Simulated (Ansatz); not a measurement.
Compare A (`C[SiH2]C[SiH2]F`) with its isomer B (`CC(F)[SiH2][SiH3]`).

Isolated molecules relaxed with PBE0-D4/def2-TZVP in Ansatz; ΔE leaves out vibrations. CCSD(T)/CBS is the MP2 limit (def2-TZVPP, def2-QZVPP) plus CCSD(T) − MP2 in def2-TZVPP, frozen cores. Functionals use def2-TZVPP. B3LYP here is the variant with VWN-RPA as its local correlation; programs differ in this. One conformer a species, not always the lowest.

Task: Which isomer does CCSD(T)/CBS put lower? Give the gap. (Best estimate.)

Result: The calculation gave: A, by 287.8 kJ/mol.

Task: Give E(B) − E(A) in kJ/mol with PBE0-D4, HF/def2-TZVPP, r2SCAN-D4, PBE-D4, B2PLYP, B3LYP-D4, B3LYP. (An estimate is asked.)

Result: Computed: PBE0-D4 266.0, HF/def2-TZVPP 288.9, r2SCAN-D4 277.3, PBE-D4 253.2, B2PLYP 283.9, B3LYP-D4 272.0, B3LYP 272.0. None reverses the order clearly.

Largest T1 diagnostic: 0.012.

From PBE to PBE0 (25 % exact exchange), in def2-TZVPP and without D4, E(B) − E(A) moves by +12.9 kJ/mol.
